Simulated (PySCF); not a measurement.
Gas-phase XPS of cyclo-(SiCl2)3, computed

Cyclo-(SiCl2)3.
Bonds: Si1–Cl2, Si1–Cl3, Si1–Si4, Si1–Si7, Si4–Cl5, Si4–Cl6, Si4–Si7, Si7–Cl8, Si7–Cl9.

The calculation used delta-SCF UKS SCAN, pcX-2 on the ionised atom, pcseg-1 elsewhere, spin-free X2C (PySCF). These are vertical core ionisation energies against the vacuum level, from separate self-consistent calculations with and without the core hole.

Give the core binding energies atom by atom.

```
    atom(s)                      environment     level  binding energy (eV)  2p1/2 (eV)  count
   Cl2 (×6)            chlorine bonded to Si     Cl 1s              2828.92           –      6
Si1/Si4/Si7  silicon bonded to 2 Cl and 2 Si     Si 1s              1848.28           –      3
   Cl2 (×6)            chlorine bonded to Si  Cl 2p3/2               206.33      207.99      6
Si1/Si4/Si7  silicon bonded to 2 Cl and 2 Si  Si 2p3/2               108.32      108.94      3
```

Which photon energy gives electrons from Si 1s of Si1/Si4/Si7 a kinetic energy of 100 eV, and what is their de Broglie wavelength?

hν = 1848.28 + 100 = 1948.28 eV, recoil neglected; λ = 12.264 Å/√(E/eV) = 1.23 Å.

One atom of each set of topologically equivalent atoms was ionised and stands for the set; in this conformer not all members are related by symmetry, and their own values weren't computed. Spin–orbit and ligand-field terms were added within each 2p shell after the spin-free SCF. 2p1/2 minus 2p3/2 (ligand field included): Si 0.63 eV, Cl 1.65 eV. One conformer (not necessarily the lowest) at the PBE0-D3(BJ)/def2-SVP geometry, without solvent, vibrations or thermal averaging.

The run took 72 s wall on an Intel Xeon at 2.50 GHz with one thread (shared host), and the process peaked at 0.72 GiB of memory.
